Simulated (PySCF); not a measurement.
**Telling isomers of C₇H₁₁OP apart by NMR**

PySCF calculation with coordinates at the GFN2-xTB level and GIAO PBE0/pcSseg-1 shieldings; rapidly exchanging positions averaged, gas phase, single conformer, non-relativistic.

References, each an isolated molecule treated in the same way: ¹H (σref 31.72), ¹³C (σref 186.93) against TMS. Splittings of carbon signals by F and P are missing where no couplings were computed. Where no couplings were computed, multiplicities follow the n + 1 count of equivalent neighbours, and m marks all less simple cases (inequivalent or close neighbours, rings, F or P nearby). Shifts are as computed. Against solution values, carbons near 30 ppm lie about +3 ppm off and those near 130 ppm about +5 ppm. Of 1211 compounds with measured shifts, 218 miss one by over three times the rms of a fit or turn the order of signals round; such compounds aren't used in these exercises. OH and NH positions are gas-phase values without hydrogen bonding to other molecules.

(1) Tabulate the signals of `C[C@H]1C=C[P@@](C)(=O)C=C1`, `CC1C=CP(CO)C=C1` and their relative energies.

(2) What is the quickest way to tell C[C@H]1C=C[P@@](C)(=O)C=C1 from CC1C=CP(CO)C=C1?

Answers

(1) 
| SMILES | carbon types | δC | δH | E rel. (kcal/mol) |
| --- | --- | --- | --- | --- |
| C[C@H]1C=C[P@@](C)(=O)C=C1 | 5×CH 2×CH3 | 154.6, 137.6, 36.5, 22.8, 20.7 | 6.61 (m, 2H), 6.54 (m, 2H), 2.45 (m, 1H), 1.33 (d, 3H), 1.33 (m, 3H) | 0.0 |
| CC1C=CP(CO)C=C1 | 5×CH 1×CH2 1×CH3 | 148.0, 133.7, 65.9, 38.4, 20.6 | 7.01 (m, 2H), 6.51 (m, 2H), 4.28 (m, 2H), 3.20 (m, 1H), 0.98 (d, 3H), 0.59 (br s, 1H) | 24.2 |

Energies are electronic energies at PBE0/pcSseg-1 on these geometries, without zero-point or thermal terms, each for the one conformer computed, which needn't be the lowest.

(2) Both give the same number of carbon signals, but DEPT or the intensities differ. The first has an alkene CH at 154.6 ppm, the second an sp3 CH2 bonded to O and P at 65.9 ppm. Their most deshielded carbons lie at 154.6 and 148.0 ppm.
